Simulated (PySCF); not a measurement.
**Radial density of Nd(37+) (neodymium, charge +37)**

BLYP, [Ar] 3d5, high-spin 6S determinant. All numbers are calculated (PySCF 2.14, the non-relativistic Hamiltonian (point nucleus), in an uncontracted even-tempered set (16 s from 6.2 bohr⁻², ratio 2.5; 11 p from 8.1 bohr⁻², ratio 2.5; 8 d from 8.1 bohr⁻², ratio 2.5; 4 f from 32 bohr⁻², ratio 2.7; 3 g from 49 bohr⁻², ratio 2.7)).

```csv
r (bohr),4πr²ρ (e/bohr),4πr²(ρα − ρβ)
0.000533,0.5135,0.0000
0.000897,1.390,-0.0001
0.00151,3.656,-0.0002
0.00254,9.142,-0.0005
0.00427,21.02,-0.0012
0.00718,42.02,-0.0024
0.0121,66.79,-0.0032
0.0203,75.67,0.0070
0.0342,67.71,0.1584
0.0575,88.10,1.6157
0.0967,86.34,9.3355
0.163,56.95,23.2660
0.273,51.76,15.4476
0.460,4.867,1.2337
0.774,0.02119,0.0052
```

A non-relativistic calculation at this Z misses sizeable relativistic shifts. Spin-orbit coupling, which splits the p, d and f shells strongly at this Z, is absent. Spin-orbit coupling is strong in this species (close to jj coupling), so the high-spin LS determinant is a model state, not a physical level.

(1) Where is the radial spin density 4πr²(ρα − ρβ) most negative, and why is it negative at all?

## Answers

(1) Around r = 0.0121 bohr, down to -0.0032 e/bohr: exchange with the open shell polarises the paired shells in an unrestricted calculation.
